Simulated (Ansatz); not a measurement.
(CuH)3 ring (Cu3H3). The state is a singlet with charge 0. Geometry PBE-D4/def2-SVP, basis def2-TZVP, Ansatz.

Cartesian coordinates in Å:
```
Cu -0.311 1.304 -0.004
H 0.133 1.009 1.594
Cu 0.405 -0.589 1.134
H 0.439 -1.840 0.006
Cu -0.094 -0.715 -1.130
H -0.572 0.831 -1.600
```

| run | HOMO (eV) | LUMO (eV) |
| --- | --- | --- |
| A | -7.89 | -0.18 |
| B | -5.13 | -1.95 |
| C | -6.57 | -1.02 |
| D | -9.76 | 1.74 |
| E | -5.25 | -1.70 |
| F | -9.11 | 0.96 |

LC-ωPBE has ω = 0.4 bohr⁻¹.

Q: The runs used BHLYP, HF, LC-ωPBE, PBE0, r2SCAN, revPBE. Estimate which is which.

A: A BHLYP (50 % exact exchange); B revPBE (0 % exact exchange); C PBE0 (25 % exact exchange); D HF (100 % exact exchange); E r2SCAN (0 % exact exchange); F LC-ωPBE (range-separated). Exact exchange lowers occupied and raises empty levels; among semilocal functionals meta-GGAs tend to open the gap a little, and such runs are hard to tell apart. The gap grows from 3.18 eV (revPBE) to 11.49 eV (HF).
